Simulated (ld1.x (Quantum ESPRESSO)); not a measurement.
An all-electron radial function and its pseudo partner (N)

Columns: radius, all-electron u(r) and pseudo u(r) of the 2s shell (level -18.56 eV) of nitrogen in the configuration [He] 2s2 2p3; PBE, non-relativistic, PAW scheme, ld1.x (Quantum ESPRESSO) 7.5.

```csv
r (bohr),all-electron,pseudo
0.105,0.3849,-0.1617
0.210,0.2722,-0.3169
0.315,0.0104,-0.4597
0.420,-0.2609,-0.5853
0.525,-0.4902,-0.6907
0.630,-0.6643,-0.7739
0.735,-0.7839,-0.8349
0.840,-0.8558,-0.8743
0.945,-0.8894,-0.8935
1.050,-0.8936,-0.8938
1.155,-0.8763,-0.8763
1.260,-0.8439,-0.8439
1.365,-0.8016,-0.8016
1.470,-0.7533,-0.7533
1.575,-0.7018,-0.7018
1.680,-0.6494,-0.6494
1.785,-0.5976,-0.5976
1.890,-0.5473,-0.5473
1.995,-0.4993,-0.4993
2.100,-0.4540,-0.4540
2.205,-0.4117,-0.4117
2.310,-0.3725,-0.3725
2.415,-0.3364,-0.3364
2.520,-0.3032,-0.3032
2.625,-0.2729,-0.2729
2.730,-0.2453,-0.2453
```

(1) How many radial nodes do the two functions have?

(2) At about which radius was the pseudo-wave matched?

(3) Where does each function peak?

(4) Is the pseudo-wave norm-conserving?

Answers

(1) The all-electron 2s function has n − l − 1 = 1; the pseudo-wave has 0, since the states of the same l below it are removed with the core.

(2) 1.10 bohr, where the columns begin to agree (steps of 0.10 bohr).

(3) Outermost all-electron maximum near 1.05 bohr, pseudo maximum near 1.05 bohr (to the table’s step).

(4) No, it belongs to a PAW set: the norm inside the radius is not constrained, and the difference is carried by the augmentation charge.
